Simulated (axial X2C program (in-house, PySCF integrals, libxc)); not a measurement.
## Working with the constants of BAs⁻

A bond curve at the PBE0 level, 2c, was computed with an in-house all-electron X2C program for linear molecules (integrals from PySCF) (basis As dyall-acv3z [10s10p7d5f1g], B dyall-av3z [8s7p3d2f] (cores contracted in-house)) for the state Ω = 1/2 (⟨Sz⟩ = 0.50, ⟨Lz⟩ = 0.00 at PBE0). Its fit gives Re = 1.7935 Å, ωe = 883.4 cm⁻¹, ωexe = 4.51 cm⁻¹ and αe = 3.775e-03 cm⁻¹; the masses are 74.9216 and 11.0093 u. Two-component means X2C with spin–orbit coupling and atomic mean-field Coulomb and Gaunt terms.

(1) Find the reduced mass, Be and the force constant.

(2) Estimate the centrifugal constant by the Kratzer relation.

(3) A Morse curve ties αe to the other constants (Pekeris). How well does that hold?

(4) Where do the fundamental and the first overtone lie?

One determinant describes the state; a PBE0 search over occupations chose it and may have missed a lower one. Density functionals use the spin component along the axis (collinear).

Answers

(1) From the PBE0 values: μ = 9.5988 u. Be = 16.8576/(μ Re²) = 0.546 cm⁻¹. k = 5.8918×10⁻⁷ μ ωe² = 4.41 mdyn/Å.

(2) D = 4Be³/ωe² = 8.34e-07 cm⁻¹.

(3) αe(Morse) = 6Be²/ωe × (√(ωexe/Be) − 1) = 3.794e-03 cm⁻¹; the PBE0 curve gives 3.775e-03 cm⁻¹, a ratio of 1.01.

(4) ν(1←0) = ωe − 2ωexe = 874.4 cm⁻¹; ν(2←0) = 2ωe − 6ωexe = 1739.7 cm⁻¹.
